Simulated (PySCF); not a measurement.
Lowest triplet excitation (TDA) (eV) of eight silicon and germanium compounds: TDA-PBE beside TDA-PBE0, computed with PySCF for isolated molecules in the bases named; differences from unrounded values. The eight are the first of their class met in an unordered collection, after screening for sound electronic states; none was chosen by its value. Each molecule has one DFT geometry for both levels.

```json
[
 {"molecule": "C2H9NOSi2, SMILES [SiH2](N[SiH3])OC=C", "basis": "def2-SVPD", "TDA-PBE0": "4.15", "TDA-PBE": "[?]", "difference": "[?]"},
 {"molecule": "C3H8Si2, SMILES C=C1C[SiH2][SiH2]1", "basis": "def2-SVPD", "TDA-PBE0": "3.86", "TDA-PBE": "3.90", "difference": "0.05"},
 {"molecule": "C3H7NOSi, SMILES C1=CO[SiH2]NC1", "basis": "def2-SVPD", "TDA-PBE0": "4.21", "TDA-PBE": "4.23", "difference": "0.02"},
 {"molecule": "C₂H₉FSi₃, SMILES F[Si@H]1C[SiH2]C[SiH2]1", "basis": "def2-SVPD", "TDA-PBE0": "5.05", "TDA-PBE": "4.80", "difference": "-0.26"},
 {"molecule": "C2H11NSi3, SMILES [Si@@H]1(N[SiH2][SiH2]1)CC", "basis": "def2-SVPD", "TDA-PBE0": "4.91", "TDA-PBE": "[?]", "difference": "[?]"},
 {"molecule": "C₃H₁₁NOSi, SMILES N[SiH2]OC(C)C", "basis": "def2-SVPD", "TDA-PBE0": "6.21", "TDA-PBE": "5.57", "difference": "-0.64"},
 {"molecule": "germyloxygermane (Ge2H6O), SMILES [GeH3][O][GeH3]", "basis": "def2-SVPD", "TDA-PBE0": "5.92", "TDA-PBE": "5.29", "difference": "-0.63"},
 {"molecule": "C3H5ClSi, SMILES C#C[Si@H](Cl)C", "basis": "def2-SVPD", "TDA-PBE0": "4.75", "TDA-PBE": "[?]", "difference": "[?]"}
]
```

Question: Some entries are withheld; supply them. (An estimate is asked for; the answer gives what the named calculation found.)

Answer: 
- C2H9NOSi2, SMILES [SiH2](N[SiH3])OC=C, TDA-PBE: 4.20
- C2H9NOSi2, SMILES [SiH2](N[SiH3])OC=C, difference: 0.04
- C2H11NSi3, SMILES [Si@@H]1(N[SiH2][SiH2]1)CC, TDA-PBE: 4.58
- C2H11NSi3, SMILES [Si@@H]1(N[SiH2][SiH2]1)CC, difference: -0.33
- C3H5ClSi, SMILES C#C[Si@H](Cl)C, TDA-PBE: 4.81
- C3H5ClSi, SMILES C#C[Si@H](Cl)C, difference: 0.06

TDA-PBE lies below TDA-PBE0 in 4 and above it in 4 of the eight; the mean signed difference is -0.21 and the largest -0.64 eV.
